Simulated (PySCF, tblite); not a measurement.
Isomers of C4H2F3N, one GFN2-xTB conformer each. Single-point energies are computed at PBE0/pcSseg-1 (PySCF, gas phase, no added dispersion term), electronic only.

Question: Rank them by PBE0/pcSseg-1 energy, lowest first (kJ/mol).
A. `N#C[C@@]1(F)[C@H](F)[C@@H]1F`
B. `[N:1]#[C:2][C@@H:3]([F:4])/[C:5]([F:6])=[CH:7]/[F:8]` with C2–C3–C5–F6 84°

Answer: B (0.0), A (45.7).

As drawn, the lower has a C=C bond outside aromatic rings, which the higher lacks; the higher has a three-membered ring, which the lower lacks. GFN2-xTB itself gives, in the same order: 0.0, 25.2. Both levels put the same isomer lowest.

Question: Which frontier levels, dipoles and rotational constants go with these structures?

Answer: 
```csv
SMILES,"HOMO (eV, PBE0/pcSseg-1)",LUMO (eV),dipole (D),"A, B, C (MHz)"
N#C[C@@H](F)/C(F)=C/F,-8.23,-1.19,2.37,"3126, 1310, 1169"
N#C[C@@]1(F)[C@H](F)[C@@H]1F,-9.03,-1.31,2.50,"3214, 1543, 1427"
```

Question: What happens when harmonic zero-point energies from GFN2-xTB frequencies are added?

Answer: 
| SMILES | ZPE (kJ/mol) | electronic (kJ/mol) | with ZPE (kJ/mol) |
| --- | --- | --- | --- |
| N#C[C@@H](F)/C(F)=C/F | 140.3 | 0.0 | 0.0 |
| N#C[C@@]1(F)[C@H](F)[C@@H]1F | 142.1 | 45.7 | 47.5 |

The zero-point energies span 1.8 kJ/mol. The order is unchanged.
